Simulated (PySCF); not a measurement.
## Ionisation energy along the 19-electron series

Calculated with PySCF 2.14 and a two-component X2C-1e Hamiltonian (Gaussian nucleus, no Breit or QED terms), each ion in its own even-tempered basis scaled to its charge; GMP2 freezes [Ne] and drops the highest virtual spinors. Values in eV. NIST values: (m) measured, (s) semi-empirical, (t) theoretical.

```
  ion  configuration  GHF (spin-free)  GMP2 (spin-free)  GHF (screened spin-orbit)  GMP2 (screened spin-orbit)          NIST
Rh²⁶⁺       [Ar] 3d1           1340.4            1340.3                     1344.4                      1344.2  1344 ± 4 (t)
Pd²⁷⁺       [Ar] 3d1           1433.7            1433.6                     1438.2                      1438.0  1438 ± 4 (t)
Ag²⁸⁺       [Ar] 3d1           1530.1            1529.9                     1535.1                      1534.9  1535 ± 4 (t)
```

Between Z = 45 and Z = 47 the GMP2 (screened spin-orbit) value grows as Z to the power 3.05.
